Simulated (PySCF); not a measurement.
Simulation results for AlBCl₂, CH₄AlBSi, CH₃Al₂Cl

All values are calculated (PySCF 2.14.0). Calculation on a computer-drawn molecule: the log of a Hartree-Fock and frozen-core CCSD(T) single point meant for a local Hartree-Fock minimum, with one planted fault or none, to be diagnosed. Offsets are logged minus clean, where the clean run is the same molecule without the fault. The reference is restricted for singlets and unrestricted otherwise, and also for a bond in bohr or an excited solution. Adding or removing an electron swaps singlet and doublet. The excited solution moves the top pair (singlet) or top alpha electron (doublet) to the lowest empty orbital. Highest occupied and lowest empty are orbital energies over both spins, largest force is the largest gradient component, triples share is (T) over the correlation energy, the T1 limit is 0.02 restricted and 0.045 unrestricted, electrons count all cores, a negative frequency is imaginary (commonest isotopes), and the dipole is about the centre of nuclear charge.

Common to all runs: meant charge 0; meant multiplicity 1; meant basis cc-pV(D+d)Z; logged SCF converged yes; logged CC converged yes; logged SCF stable within its kind yes; possible faults no fault, one electron removed, one electron added, multiplicity raised by two, geometry at a saddle point, SCF held on an excited solution, minimal basis STO-3G, one bond length entered in bohr, all coordinates scaled.

(1) 
```xyz
4
formula=AlBCl2 logged_electrons=52 logged_basis_functions=83 logged_spin_squared=0 logged_highest_occupied=-7.8012 logged_lowest_empty=0.099999 logged_largest_force=2.836e-05 logged_lowest_frequency=78.614 logged_T1_diagnostic=0.014821 logged_D1_diagnostic=0.049907 logged_triples_share=0.029671 logged_dipole_magnitude=1.1882 logged_energy_HF=-1185.65407 logged_energy_CCSD(T)=-1186.10777 planted_fault=no_fault HF_energy_offset_from_clean_run=0 CCSD(T)_energy_offset_from_clean_run=0
Al    -0.6696    -2.8159     3.0077
B     -1.1788    -1.1319     1.5914
Cl    -0.4618     0.4895     1.7534
Cl    -2.3222    -1.3427     0.2432
```

Units: logged_highest_occupied, logged_lowest_empty in eV; logged_largest_force in hartree/bohr; logged_lowest_frequency in cm⁻¹; logged_dipole_magnitude in debye; logged_energy_HF, logged_energy_CCSD(T) in hartree; HF_energy_offset_from_clean_run, CCSD(T)_energy_offset_from_clean_run in kcal/mol.

Drawn bonds:
```
atom  other atom  order
   1           2      1
   2           3      1
   2           4      1
```

(2) 
```xyz
8
formula=CH4AlBSi logged_electrons=43 logged_basis_functions=94 logged_spin_squared=0.9278 logged_highest_occupied=-1.0591 logged_lowest_empty=5.3705 logged_largest_force=0.032538 logged_T1_diagnostic=0.044511 logged_D1_diagnostic=0.17995 logged_triples_share=0.03797 logged_dipole_magnitude=7.0375 logged_energy_HF=-595.67394 logged_energy_CCSD(T)=-596.10709 planted_fault=one_electron_added HF_energy_offset_from_clean_run=-11.02 CCSD(T)_energy_offset_from_clean_run=-18.31
Al    -1.6342    -3.0579     3.0422
B     -0.7149    -1.3676     1.9027
C     -0.2120    -0.2631     1.2174
Si    -1.1862     1.3163     1.2717
H      0.7192    -0.2826     0.6557
H     -2.4111     1.1119     2.0886
H     -0.4126     2.4293     1.8771
H     -1.6068     1.7600    -0.0811
```

Units: logged_highest_occupied, logged_lowest_empty in eV; logged_largest_force in hartree/bohr; logged_dipole_magnitude in debye; logged_energy_HF, logged_energy_CCSD(T) in hartree; HF_energy_offset_from_clean_run, CCSD(T)_energy_offset_from_clean_run in kcal/mol.

Drawn bonds:
```
atom  other atom  order
   1           2      1
   2           3      2
   3           4      1
   3           5      1
   4           6      1
   4           7      1
   4           8      1
```

(3) 
```xyz
7
formula=CH3Al2Cl logged_electrons=53 logged_basis_functions=98 logged_spin_squared=0.8338 logged_highest_occupied=0.022039 logged_lowest_empty=5.4167 logged_largest_force=0.026332 logged_T1_diagnostic=0.040794 logged_D1_diagnostic=0.19793 logged_triples_share=0.030059 logged_dipole_magnitude=9.0005 logged_energy_HF=-983.00125 logged_energy_CCSD(T)=-983.46278 planted_fault=one_electron_added HF_energy_offset_from_clean_run=12.01 CCSD(T)_energy_offset_from_clean_run=4.609
Al    -1.4723     0.4303    -0.3899
C      0.2573     0.3405     0.6180
Al     1.9171     1.0609    -0.0438
Cl     2.2360     3.1614     0.0969
H      0.0137     0.8601     1.5623
H      0.4013    -0.7282     0.8535
H      3.0535     0.2435    -0.7584
```

Units: logged_highest_occupied, logged_lowest_empty in eV; logged_largest_force in hartree/bohr; logged_dipole_magnitude in debye; logged_energy_HF, logged_energy_CCSD(T) in hartree; HF_energy_offset_from_clean_run, CCSD(T)_energy_offset_from_clean_run in kcal/mol.

Drawn bonds:
```
atom  other atom  order
   1           2      1
   2           3      1
   3           4      1
   2           5      1
   2           6      1
   3           7      1
```

Notes: highest electron not bound in this basis.
